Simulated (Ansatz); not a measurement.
`CC(C)B(O)O` at its PBE0-D4/def2-TZVP geometry, where that method's forces vanish. The species carries charge 0 and has multiplicity 1.

```xyz
15

C    -0.8501   -0.1359    1.3659
C    -0.4843   -0.1116   -0.1200
C     0.0593   -1.4614   -0.5748
B     0.4770    1.1029   -0.4418
O     1.7035    0.9742   -1.0370
O     0.0723    2.3618   -0.1109
H    -1.5851   -0.9181    1.5779
H    -1.2669    0.8196    1.6883
H     0.0300   -0.3391    1.9844
H    -1.4100    0.0887   -0.6779
H    -0.6509   -2.2676   -0.3708
H     0.9847   -1.7176   -0.0459
H     0.2663   -1.4832   -1.6498
H     1.9261    0.0633   -1.2399
H     0.7280    3.0240   -0.3478
```

Q: What forces (eV/Å) does B3LYP-D4/def2-TZVPP give on these atoms in Ansatz 0.2.0? (Estimate.)

A: Computed: 
```
C1  -0.078  0.006  0.238
C2  -0.084  0.151 -0.147
C3   0.061 -0.231 -0.076
B4  -0.077 -0.057  0.016
O5   0.102 -0.053 -0.051
O6  -0.019  0.124  0.025
H7   0.034  0.039  0.004
H8   0.018 -0.059 -0.006
H9  -0.043  0.009 -0.019
H10  0.041 -0.020  0.028
H11  0.038  0.030 -0.014
H12 -0.042  0.003 -0.034
H13 -0.005 -0.008  0.055
H14  0.061  0.008 -0.027
H15 -0.006  0.058  0.008
```

B3LYP here is the variant with VWN-RPA as its local correlation; programs differ in this.
